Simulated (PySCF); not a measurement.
C5H4O3 (charge -1 and doublet state).
Z-matrix (Å and degrees, PBE0-D3(BJ)/def2-SVP geometry), rows numbered from 1:
```
O 
C   1  1.2281
O   2  1.3877  1  118.85
C   2  1.4264  1  128.80  3   179.51
C   4  1.4327  2  127.44  1   -15.04
C   5  1.3586  4  107.16  2  -172.26
O   6  1.3614  5  112.25  4    -1.05
C   7  1.4122  6  107.26  5     2.81
H   3  0.9733  2  104.13  1   164.20
H   5  1.0893  4  125.77  2     5.25
H   6  1.0903  5  131.80  4   177.23
H   8  1.1036  4  123.57  2   -54.70
```

The hyperfine couplings belong to this conformer and change with its torsions.

The species is `O[C]([O-])c1cocc1` [radical] (charge -1).

The calculation used UKS B3LYP, IGLO-III on C O, pcH-1 on H, non-relativistic, mean-field spin-orbit, GIAO (PySCF 2.14.0). Whether the extra electron is bound in the gas phase wasn't checked; a finite basis holds it in any case. The geometry's basis has no diffuse functions, a weakness for an anion. The frame is twisted about the C2–C4 bond at this geometry (dihedral O3–C2–C4–C8 = -5°); couplings at other torsion angles weren't computed. Stability of the SCF solution: not tested.

(1) What are g_iso and the isotropic 1H coupling of H12?

(2) For one electron spin and this one nucleus (I = 1/2, g_N = 5.5857), compare first-order, second-order and exact resonance fields at 9.337 GHz.

(3) What g and a would be read from the two outer exact lines by first-order rules?

Answers

(1) g_iso = 2.00363 and a = +68.18 MHz, or +2.431 mT (Mulliken spin population +0.01).

(2) First order: B = B0 − a·mI with B0 = 332.950 mT. Second order subtracts a²[I(I+1) − mI²]/(2B0). The exact fields come from the Breit–Rabi levels of H = g μB B Sz − g_N μN B Iz + a S·I.

| mI | first order (mT) | second order (mT) | exact (mT) | exact − first order |
| --- | --- | --- | --- | --- |
| −1/2 | 334.165 | 334.161 | 334.161 | -0.004 |
| +1/2 | 331.734 | 331.730 | 331.730 | -0.004 |

(3) Their midpoint, 332.945 mT, gives an apparent g of 2.00366 (true 2.00363), and their distance over 2I an apparent |a| of 2.431 mT (true 2.431).

Other couplings of abundant isotopes, left aside here: 1 × 1H 5 MHz, 1 × 1H 5 MHz, 1 × 1H 2 MHz.
